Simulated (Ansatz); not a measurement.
Input file for C₃H₆BCl, SMILES `C[C@@H]1B[C@H]1Cl`:

```yaml
crystal:
  periodic: [false, false, false]
  atoms:
    - {symbol: C, position_ang: [-1.063324, 0.551471, -0.830058]}
    - {symbol: C, position_ang: [0.284438, 0.066774, -0.358249]}
    - {symbol: B, position_ang: [0.733701, -1.293530, 0.172428]}
    - {symbol: C, position_ang: [0.539400, -0.124891, 1.133827]}
    - {symbol: Cl, position_ang: [1.890827, 0.663052, 1.947886]}
    - {symbol: H, position_ang: [-1.158151, 1.633744, -0.711788]}
    - {symbol: H, position_ang: [-1.870294, 0.080597, -0.264088]}
    - {symbol: H, position_ang: [-1.216296, 0.307861, -1.883831]}
    - {symbol: H, position_ang: [1.125141, 0.516762, -0.897117]}
    - {symbol: H, position_ang: [1.161883, -2.378437, -0.027086]}
    - {symbol: H, position_ang: [-0.362022, -0.080405, 1.738776]}
basis:
  gaussian: {orbitals: def2-TZVPP}
correlation: {method: ccsd_t}
```

```sh
$ ansatz run in.yaml --threads 4 --pin off --events-out ev --progress --plain --max-ram 10444MiB
```

Log, shortened:

```
Functional definition: HF
1465 factors; integrals over basis functions are off by at most 1.0e-3 eV
mean field evaluation 1: about -16357.9005 eV, gradient 3.4e1 eV
mean field evaluation 2: about -16358.1286 eV, gradient 3.4e1 eV
mean field evaluation 4: about -16361.4854 eV, gradient 4.3e0 eV
mean field evaluation 8: about -16361.5568 eV, gradient 2.7e-1 eV
mean field -16361.55738633 eV, -601.2761436858 hartree, gradient 4.9e-6 eV, S^2 0.000000; 0 other end points of the search recorded, 0 dependent functions left out
9 core orbitals not correlated: weight in the atoms' cores, before any rotation towards them, 1.000 or more for the frozen orbitals, at most 0.000 for the correlated occupied ones
reference -16361.55738633 eV, -601.2761436858 hartree; 14, 14 occupied and 227, 227 virtual orbitals, 1465 factors
second order -21.48196772 eV of doubles, -0.00000000 eV of singles
cycle   1  -22.24640366 eV  change   -7.6e-1 eV  update   9.3e-2
cycle   2  -22.78302803 eV  change   -5.4e-1 eV  update   2.6e-2
cycle   3  -22.87031736 eV  change   -8.7e-2 eV  update   1.2e-2
cycle   4  -22.86421946 eV  change    6.1e-3 eV  update   3.3e-3
cycle   5  -22.86395984 eV  change    2.6e-4 eV  update   1.8e-3
cycle   6  -22.86403616 eV  change   -7.6e-5 eV  update   8.1e-4
cycle   7  -22.86379354 eV  change    2.4e-4 eV  update   4.2e-4
cycle   8  -22.86383376 eV  change   -4.0e-5 eV  update   1.7e-4
cycle   9  -22.86388036 eV  change   -4.7e-5 eV  update   6.6e-5
cycle  10  -22.86385435 eV  change    2.6e-5 eV  update   2.6e-5
perturbative correction -0.98996078 eV, -0.0363803875 hartree
Total energy: -16385.41120146 eV, -602.1527552230 hartree
```

Hardware: 4 threads of an Arm Neoverse V1 on a shared host. Wall time 2 min, peak host memory 5.4 GiB.

The correlation energy is -23.854 eV, 4.2 % of it from (T); the T1 diagnostic reads 0.0103.
